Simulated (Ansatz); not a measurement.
System: sum formula WO₂F, charge 1, multiplicity 1. SMILES: [O]=[W+](=[O])[F]
Geometry: optimised at B3LYP-D3(BJ)/def2-TZVP (Ansatz, a first-principles code).

Property: vertical ionisation energy (to the doublet state of charge +2; each state is the SCF solution reached for its spin; the UHF <S^2> is 1.28 for the doublet (pure: 0.75); for the doublet T1 is 0.061; for the singlet the Hartree-Fock reference is unstable and T1 is 0.030), in eV. Correlated levels leave the core frozen unless marked. UHF or UKS for open shells. No spin-orbit coupling. The frozen core is the preceding noble-gas configuration, with the filled d and f shells of earlier blocks. Past Kr the def2 sets carry scalar-relativistic core potentials. CBS marks a two-point X^-3 extrapolation of the correlation energy; Hartree-Fock from the larger set. [CCSD(T)-MP2]/basis is that difference in the basis named.

| level | program | vertical ionisation energy (eV) |
|---|---|---|
| SVWN5/def2-TZVPD | Ansatz | 18.85 |
| PBE/def2-TZVPD | Ansatz | 18.47 |
| r2SCAN/def2-TZVPD | Ansatz | … |
| B3LYP/def2-TZVPD | Ansatz | 18.63 |
| PBE0/def2-TZVPD | Ansatz | 18.55 |
| BHLYP/def2-TZVPD | Ansatz | 18.40 |
| CAM-B3LYP/def2-TZVPD | Ansatz | 18.70 |
| wB97X-V/def2-TZVPD | Ansatz | … |
| B2PLYP/def2-TZVPD | Ansatz | … |
| SCS-MP2/def2-SVPD | Ansatz | 20.66 |
| CCSD/def2-SVPD | Ansatz | … |
| CCSD/def2-TZVPPD | Ansatz | 18.41 |
| RI-MP2/CBS(def2-TZVPPD,def2-QZVPPD)+[CCSD(T)-MP2]/def2-TZVPPD | Ansatz | 18.82 |

Problem. What belongs in the gaps?

Solution. 
- r2SCAN/def2-TZVPD, vertical ionisation energy (eV): 18.46
- wB97X-V/def2-TZVPD, vertical ionisation energy (eV): 18.61
- B2PLYP/def2-TZVPD, vertical ionisation energy (eV): 18.99
- CCSD/def2-SVPD, vertical ionisation energy (eV): 18.39
